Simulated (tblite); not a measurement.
C3H10O3SSi.
Numbering: `[CH3:1][CH2:2][S:3](=[O:4])(=[O:5])[O:6][CH2:7][SiH3:8]` (hydrogens: H9, H10, H11 on C1; H12, H13 on C2; H14, H15 on C7; H16, H17, H18 on Si8)

A start from a force field or distance geometry was refined with tblite 0.8.0, GFN2-xTB geometry optimisation, gas phase. Values at the start:

```csv
coordinate,start
C1–C2,1.499 Å
C1–H9,1.093 Å
C2–S3,1.792 Å
C2–H12,1.097 Å
S3=O4,1.460 Å
S3=O5,1.440 Å
S3–O6,1.620 Å
O6–C7,1.441 Å
C7–Si8,1.871 Å
C7–H14,1.098 Å
Si8–H16,1.492 Å
Si8–H18,1.475 Å
C1–C2–S3,111.9°
C2–S3–O4,108.3°
C2–S3–O5,108.6°
C2–S3–O6,97.3°
S3–O6–C7,118.4°
O4–S3–O5,122.2°
O4–S3–O6,109.1°
O6–C7–Si8,119.5°
C1–C2–S3–O4,67°
C2–S3–O6–C7,-162°
S3–O6–C7–Si8,-73°
```

**Question.** How do these coordinates change at the GFN2-xTB level?

**Answer.** 
```json
{"coordinate": "C7–Si8", "GFN2-xTB (Å or °)": "1.921", "change": "+0.050"}
{"coordinate": "Si8–H16", "GFN2-xTB (Å or °)": "1.458", "change": "-0.034"}
{"coordinate": "S3=O4", "GFN2-xTB (Å or °)": "1.429", "change": "-0.031"}
{"coordinate": "S3–O6", "GFN2-xTB (Å or °)": "1.590", "change": "-0.030"}
{"coordinate": "C1–C2", "GFN2-xTB (Å or °)": "1.513", "change": "+0.014"}
{"coordinate": "C2–H12", "GFN2-xTB (Å or °)": "1.085", "change": "-0.012"}
{"coordinate": "C2–S3", "GFN2-xTB (Å or °)": "1.804", "change": "+0.012"}
{"coordinate": "C7–H14", "GFN2-xTB (Å or °)": "1.091", "change": "-0.007"}
{"coordinate": "Si8–H18", "GFN2-xTB (Å or °)": "1.481", "change": "+0.006"}
{"coordinate": "O6–C7", "GFN2-xTB (Å or °)": "1.436", "change": "-0.005"}
{"coordinate": "C1–H9", "GFN2-xTB (Å or °)": "1.088", "change": "-0.005"}
{"coordinate": "S3=O5", "GFN2-xTB (Å or °)": "1.438", "change": "-0.002"}
{"coordinate": "O6–C7–Si8", "GFN2-xTB (Å or °)": "113.5", "change": "-6.0"}
{"coordinate": "O4–S3–O5", "GFN2-xTB (Å or °)": "116.8", "change": "-5.4"}
{"coordinate": "S3–O6–C7", "GFN2-xTB (Å or °)": "113.4", "change": "-5.0"}
{"coordinate": "C1–C2–S3", "GFN2-xTB (Å or °)": "107.7", "change": "-4.2"}
{"coordinate": "C2–S3–O4", "GFN2-xTB (Å or °)": "110.6", "change": "+2.3"}
{"coordinate": "C2–S3–O6", "GFN2-xTB (Å or °)": "99.2", "change": "+1.9"}
{"coordinate": "C2–S3–O5", "GFN2-xTB (Å or °)": "110.2", "change": "+1.6"}
{"coordinate": "O4–S3–O6", "GFN2-xTB (Å or °)": "110.5", "change": "+1.4"}
{"coordinate": "S3–O6–C7–Si8", "GFN2-xTB (Å or °)": "-48", "change": "+25"}
{"coordinate": "C2–S3–O6–C7", "GFN2-xTB (Å or °)": "175", "change": "-23"}
{"coordinate": "C1–C2–S3–O4", "GFN2-xTB (Å or °)": "66", "change": "-1"}
```

The energy falls by 7.3 kcal/mol over 140 L-BFGS steps, the largest force on an atom goes from 1.66 to 0.009 eV/Å, and the atoms move by 0.445 Å rms after alignment. The bond that changes most is C7–Si8 (sp3 carbon bound to oxygen to SiH3 silicon), which lengthens by 0.050 Å. Bonds longer at the end by more than 0.005 Å: 4 of 17; shorter: 12. Among the dihedrals that turn most is O5–S3–O6–C7, from 85° to 60°. Rotational constants go from 3556, 776.0, 754.5 to 3197, 943.4, 885.5 MHz.

Hardware: one thread, Arm Neoverse V1 (aarch64), on a shared host. Cost: 1.2 s wall.

Its lowest GFN2-xTB frequency is 6 cm⁻¹, too small to tell a flat minimum from a shallow saddle. One conformer, not necessarily the lowest. 2 starts were optimised and ended at 0.00 and 1.92 kcal/mol (GFN2-xTB); the lowest of these is shown.

All values are computed, not measured.
